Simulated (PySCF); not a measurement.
Compound: C3H9NOSi.
SMILES: `N[Si@H]1CCCO1`

A PySCF run (density fitting, gas phase, GFN2-xTB geometry) gave HOMO -5.83 eV, LUMO 0.36 eV, dipole 1.09 D and E = -539.084 Eh.

Question: Which of these levels was it?
A. revPBE/pcSseg-1
B. PBE0/def2-SVPD
C. PBE0/pcSseg-1

Answer: A. It is revPBE/pcSseg-1. All candidates on this geometry:

| level and settings | kind | basis functions | SCF cycles | E (Eh) | HOMO (eV) | LUMO (eV) | dipole (D) |
| --- | --- | --- | --- | --- | --- | --- | --- |
| revPBE/pcSseg-1 | GGA | 154 | 15 | -539.0842 | -5.83 | 0.36 | 1.09 |
| PBE0/def2-SVPD | global hybrid | 199 | 13 | -538.6057 | -7.35 | 0.57 | 1.10 |
| PBE0/pcSseg-1 | global hybrid | 154 | 12 | -538.8196 | -7.29 | 1.15 | 1.14 |

The nearest other candidate, by the summed differences of HOMO and LUMO, is PBE0/def2-SVPD: its HOMO differs by -1.52 eV and its LUMO by +0.21 eV. Cycle counts include a coarse-grid stage where the run had one.
